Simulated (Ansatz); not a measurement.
System: C₃H₂F₃ (charge 0, doublet). It need not be the lowest isomer of its formula. SMILES: [CH]=CC(F)(F)F
Coordinates optimised at B3LYP-D3(BJ)/def2-TZVP (Ansatz, an electronic-structure program):
```xyz
8

C      2.1440    -0.0380     0.0447
C      0.9999    -0.5691     0.3623
C     -0.3300     0.0187    -0.0148
F     -0.2238     1.1541    -0.7169
F     -1.0458    -0.8553    -0.7553
F     -1.0640     0.2858     1.0872
H      3.1942    -0.2356     0.1774
H      0.9240    -1.4945     0.9346
```
Charge 0, spin multiplicity 2.

Parts of the frozen-core correlation energy in STO-3G (Ansatz, hartree). Frozen orbitals: 6; correlated occupied orbitals by spin: 18 and 17; virtual: 8 and 9. UHF or UKS for open shells. Spin-orbit coupling is left out. Non-relativistic.

| term | value |
|---|---|
| reference (HF) | -407.39470 |
| MP2 opposite-spin | … |
| MP2 same-spin | … |
| CCSD correlation | -0.23550 |
| (T) | … |
| T1 diagnostic | 0.032 |
| largest doubles amplitude | 0.199 |
| <S^2> of the reference | 1.097 |

### Question
Some entries are withheld; supply them.

### Answer

- MP2 opposite-spin, value: -0.14080
- MP2 same-spin, value: -0.02825
- (T), value: -0.00560
